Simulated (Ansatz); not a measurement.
CH4AlClSi (`Cl[SiH]1[CH2][AlH]1`) at its PBE0-D4/def2-TZVP geometry, where that method's forces vanish. The species carries charge 0 and has multiplicity 1.

```xyz
8

Cl   -1.4261   -1.1268   -1.9627
Si    0.2438   -0.7780   -0.7823
C     0.1223    0.9182    0.0597
Al   -0.3036   -0.3887    1.4476
H     1.4330   -1.0852   -1.6209
H    -0.4112    1.7696   -0.3602
H     1.1619    1.2172    0.2842
H    -0.8201   -0.5262    2.9345
```

(1) What forces (eV/Å) does B3LYP-D4/def2-TZVPP give on these atoms in Ansatz? (Best estimate.)

## Answers

(1) Computed: 
```
Cl1 -0.194 -0.043 -0.149
Si2  0.237 -0.080 -0.002
C3   0.069  0.138  0.010
Al4 -0.040 -0.023  0.167
H5  -0.055  0.021  0.043
H6   0.030 -0.046  0.027
H7  -0.068  0.023 -0.015
H8   0.021  0.010 -0.081
```

B3LYP here is the variant with VWN-RPA as its local correlation; programs differ in this.
